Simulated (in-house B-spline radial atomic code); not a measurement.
Values are calculated unless marked as measured or tabulated.
## Correlation energy from the adiabatic connection: ω²r²/2 − Z/r, ω = 0.0443, Z = 0.7

Two electrons in a singlet, external potential ω²r²/2 − Z/r, ω = 0.0443, Z = 0.7 (atomic units). Full CI in B-splines (partial waves to l = 8, correlation up to 0.6 % small) with the density held fixed gives W(λ) = <V_ee>_λ − U, and E_c is the integral of W(λ) − W(0) from 0 to 1.

```tsv
λ	W(λ) − W(0) (hartree)
0	0.00000
0.02	-0.00211
0.05	-0.00514
0.12	-0.01165
0.25	-0.02196
0.4	-0.03156
0.6	-0.04154
0.8	-0.04924
1	-0.05534
```

(1) Integrate the table by the trapezoid rule.

(2) Now use only three numbers: W(0) = -0.27438, the initial slope W'(0) = -0.1072 (extrapolated from the first points) and the strong-coupling limit of the point-charge-plus-continuum model, W∞ = -0.39178. What do second-order theory and the interpolation W(λ) = W∞ + (W(0) − W∞)/√(1 + 2χλ) of Seidl, Perdew and Levy give?

Results:

(1) The strips give -0.00002, -0.00011, -0.00059, -0.00218, -0.00401, -0.00731, -0.00908, -0.01046, which sum to -0.03376 hartree. The direct value, W(1) − W(0) + T_c with T_c = 0.02142, is -0.03392; the curve is convex, so chords lie above it and the trapezoids fall short in size by 0.46 %.

(2) Second order keeps the slope alone: E_c = W'(0)/2 = -0.05360, +58 % in size against -0.03392. Matching the slope fixes χ = W'(0)/(W∞ − W(0)) = -0.1072/(-0.11740) = 0.91312. Integrating, with s = √(1 + 2χ) = 1.681141, E_c = −(W(0) − W∞)(s − 1)/(s + 1) = −0.11740 × 0.681141/2.681141 = -0.02983 hartree, -12.1 % in size against the full result. At λ = 1 the formula gives W − W(0) = -0.04757 against -0.05534. Part of the miss can come from the model's W∞.
